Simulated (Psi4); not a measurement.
H4BOP, singlet, geometry from GFN2-xTB; MP4/cc-pVDZ in Psi4 1.11.

Psi4 was given this input:
```
memory 2 GB

molecule {
0 1
B    -0.04575595   -0.73162329    0.48393788
H    -0.79181253   -1.31972713    1.17090045
O     1.15421676   -1.26812852    0.33265346
H     1.80827142   -0.81042722   -0.20034462
P    -0.55142128    0.96935099   -0.25663122
H    -1.79828790    0.58926577   -0.70753133
H     0.04819388    0.80376846   -1.49447330
}

set {
  basis cc-pvdz
  freeze_core true
}

energy('mp4')
print_variables()
```

### Question
Predict the main parts of the log of this Psi4 run.

### Answer

```
   => Loading Basis Set <=

    Name: CC-PVDZ
    Role: ORBITAL
    Keyword: BASIS

         ---------------------------------------------------------
                                   SCF
               by Justin Turney, Rob Parrish, Andy Simmonett
                          and Daniel G. A. Smith
                              RHF Reference
         ---------------------------------------------------------

  ==> Geometry <==

    Molecular point group: c1
    Full point group: C1

    Geometry (in Angstrom), charge = 0, multiplicity = 1:

       Center              X                  Y                   Z               Mass
    ------------   -----------------  -----------------  -----------------  -----------------
         B           -0.047995775430    -0.746835321236     0.460414557668    11.009305360000
         H           -0.794052355430    -1.334939161236     1.147377127668     1.007825032230
         O            1.151976934570    -1.283340551236     0.309130137668    15.994914619570
         H            1.806031594570    -0.825639251236    -0.223867942332     1.007825032230
         P           -0.553661105430     0.954138958764    -0.280154542332    30.973761998420
         H           -1.800527725430     0.574053738764    -0.731054652332     1.007825032230
         H            0.045954054570     0.788556428764    -1.517996622332     1.007825032230

  Running in c1 symmetry.

  Rotational constants: A =      1.35858  B =      0.16560  C =      0.15190 [cm^-1]
  Rotational constants: A =  40729.16082  B =   4964.57651  C =   4553.74066 [MHz]
  Nuclear repulsion =   91.638694886687432

  Charge       = 0
  Multiplicity = 1
  Electrons    = 32
  Nalpha       = 16
  Nbeta        = 16

  ==> Algorithm <==

  SCF Algorithm Type is PK.
  DIIS enabled.
  MOM disabled.
  Fractional occupation disabled.
  Guess Type is SAD.
  Energy threshold   = 1.00e-08
  Density threshold  = 1.00e-08
  Integral threshold = 1.00e-12

  ==> Primary Basis <==

  Basis Set: CC-PVDZ
    Blend: CC-PVDZ
    Number of shells: 32
    Number of basis functions: 66
    Number of Cartesian functions: 69
    Spherical Harmonics?: true
    Max angular momentum: 2

  ==> Integral Setup <==

  Using in-core PK algorithm.
   Calculation information:
      Number of atoms:                   7
      Number of AO shells:              32
      Number of primitives:            114
      Number of atomic orbitals:        69
      Number of basis functions:        66

      Integral cutoff                 1.00e-12
      Number of threads:                 1

  Performing in-core PK
  Using 4890732 doubles for integral storage.
  We computed 139040 shell quartets total.
  Whereas there are 139656 unique shell quartets.

  ==> DiskJK: Disk-Based J/K Matrices <==

    J tasked:                  Yes
    K tasked:                  Yes
    wK tasked:                  No
    Schwarz Cutoff:          1E-12

  Minimum eigenvalue in the overlap matrix is 7.8516881944E-03.
  Reciprocal condition number of the overlap matrix is 1.7518191635E-03.
    Using symmetric orthogonalization.

  ==> Pre-Iterations <==

  SCF Guess: Superposition of Atomic Densities via on-the-fly atomic UHF (no occupation information).

   -------------------------
    Irrep   Nso     Nmo
   -------------------------
     A         66      66
   -------------------------
    Total      66      66
   -------------------------

  ==> Iterations <==

                        Total Energy        Delta E     RMS |[F,P]|

   @RHF iter SAD:  -441.92018920159489   -4.41920e+02   0.00000e+00
   @RHF iter   1:  -442.56711273727217   -6.46924e-01   6.08548e-03 DIIS/ADIIS
   @RHF iter   2:  -442.63516224027308   -6.80495e-02   3.54860e-03 DIIS/ADIIS
   @RHF iter   3:  -442.65608993989969   -2.09277e-02   6.06736e-04 DIIS/ADIIS
   @RHF iter   4:  -442.65793484330351   -1.84490e-03   1.71195e-04 DIIS/ADIIS
   @RHF iter   5:  -442.65814163849132   -2.06795e-04   4.89050e-05 DIIS
   @RHF iter   6:  -442.65816472002126   -2.30815e-05   1.30761e-05 DIIS
   @RHF iter   7:  -442.65816622563165   -1.50561e-06   3.54591e-06 DIIS
   @RHF iter   8:  -442.65816633237881   -1.06747e-07   8.84536e-07 DIIS
   @RHF iter   9:  -442.65816633952318   -7.14437e-09   3.23394e-07 DIIS
   @RHF iter  10:  -442.65816634064629   -1.12311e-09   9.09738e-08 DIIS
   @RHF iter  11:  -442.65816634074071   -9.44169e-11   1.83492e-08 DIIS
   @RHF iter  12:  -442.65816634074434   -3.63798e-12   4.69444e-09 DIIS
  Energy and wave function converged.

  ==> Post-Iterations <==

    Orbital Energies [Eh]
    ---------------------

    Doubly Occupied:

[...]
      16A     -0.362811

    Virtual:

[...]
    Final Occupation by Irrep:
              A
    DOCC [    16 ]
    NA   [    16 ]
    NB   [    16 ]

  @RHF Final Energy:  -442.65816634074434

   => Energetics <=

    Nuclear Repulsion Energy =             91.6386948866874320
    One-Electron Energy =                -792.9078243487167583
    Two-Electron Energy =                 258.6109631212850104
    Total Energy =                       -442.6581663407443443

Computation Completed

Properties will be evaluated at   0.000000,   0.000000,   0.000000 [a0]

Properties computed using the SCF density matrix

 Multipole Moments:

 ------------------------------------------------------------------------------------
     Multipole            Electronic (a.u.)      Nuclear  (a.u.)        Total (a.u.)
 ------------------------------------------------------------------------------------

 L = 1.  Multiply by 2.5417464519 to convert [e a0] to [Debye]
 Dipole X            :          0.4806168           -0.1354450            0.3451718
 Dipole Y            :          0.9043752           -0.9198901           -0.0155149
 Dipole Z            :          0.9610601           -1.4224844           -0.4614244
 Magnitude           :                                                    0.5764518

 ------------------------------------------------------------------------------------

 MINTS: Wrapper to libmints.
   by Justin Turney

   Calculation information:
      Number of threads:                 1
      Number of atoms:                   7
      Number of AO shells:              32
      Number of SO shells:              32
      Number of primitives:            114
      Number of atomic orbitals:        69
      Number of basis functions:        66

      Number of irreps:                  1
      Integral cutoff                 1.00e-12
      Number of functions per irrep: [  66 ]

 OEINTS: Overlap, kinetic, potential, dipole, and quadrupole integrals
         stored in file 35.

      Computed 2405680 non-zero two-electron integrals.
        Stored in file 33.

        ==> Transform all two-electron integrals <==

	Presorting SO-basis two-electron integrals.
	Sorting File: SO Ints (nn|nn) nbuckets = 1
	Constructing frozen core operators
	Starting first half-transformation.
	Sorting half-transformed integrals.
	First half integral transformation complete.
	Starting second half-transformation.
	Two-electron integral transformation complete.

        **********************************************************
        *                                                        *
        *                   CCSD Integral Sort                   *
        *                                                        *
        **********************************************************

        CC integral sort will use                     74.42 mb

        Number of (ab|cd) temporary files:                2
        Number of (ab|ci) temporary files:                3
        Starting temporary file number:                 270

        *****************************************************
        *                                                   *
        *                        MP4                        *
        *                  Eugene DePrince                  *
        *                                                   *
        *****************************************************

  ==> Input parameters <==

        Freeze core orbitals?                 yes
        Use frozen natural orbitals?           no
        r_convergence:                  1.000e-07
        e_convergence:                  1.000e-06
        Number of DIIS vectors:                 8
        Number of frozen core orbitals:         7
        Number of active occupied orbitals:     9
        Number of active virtual orbitals:     50
        Number of frozen virtual orbitals:      0

  ==> Memory <==

        minimum memory requirements for QCISD =         4.69 mb
        (T) algorithm:                                  3.40 mb (low-memory)
        memory requirements for QCISD(T) =              3.40 mb

  ==> Define tiling <==

        v(ab,cd) diagrams will be evaluated in   1 blocks.
        v(ab,ci) diagrams will be evaluated in   1 blocks over ov2.
        v(ab,ci) diagrams will be evaluated in   1 blocks over ov.

  Allocate cpu memory (    17.09 mb).....done.
  Initialize cpu memory..................done.

  ==> MP4(SDQ) <==

        OS MP2 correlation energy:            -0.303694170729
        SS MP2 correlation energy:            -0.092823166388
        MP2 correlation energy:               -0.396517337117
      * MP2 total energy:                   -443.054683677861

        OS MP2.5 correlation energy:          -0.320559627274
        SS MP2.5 correlation energy:          -0.090939925130
        MP2.5 correlation energy:             -0.411499552403
      * MP2.5 total energy:                 -443.069665893148

        OS MP3 correlation energy:            -0.337425083818
        SS MP3 correlation energy:            -0.089056683871
        MP3 correlation energy:               -0.426481767690
      * MP3 total energy:                   -443.084648108434

        OS MP4(SDQ) correlation energy:       -0.346214680493
        SS MP4(SDQ) correlation energy:       -0.083731095489
        MP4(SDQ) correlation energy:          -0.434167722328
      * MP4(SDQ) total energy:              -443.092334063073

        ==> Resort (ov|vv) integrals for low-memory (T) computation <==

        *******************************************************
        *                                                     *
        *                       MP4(T)                        *
        *                                                     *
        *******************************************************

        Using low-memory algorithm.

        num_threads:                      1
        memory requirements:        3.40 mb

        Number of abc combinations: 22100

        Computing (T) correction...

        % complete  total time
              10.0
              20.0
              30.0
              40.0
              50.0
              60.0
              70.0
              80.0
              90.0

        MP4(T) correlation energy:              -0.010669832918

        MP4(SDTQ) correlation energy:           -0.444837555247
      * MP4(SDTQ) total energy:               -443.103003895991

  Variable Map:
  ----------------------------------------------------------------------------
[...]
  Array Variable Map:
  ----------------------------------------------------------------------------
[...]
[...]
```
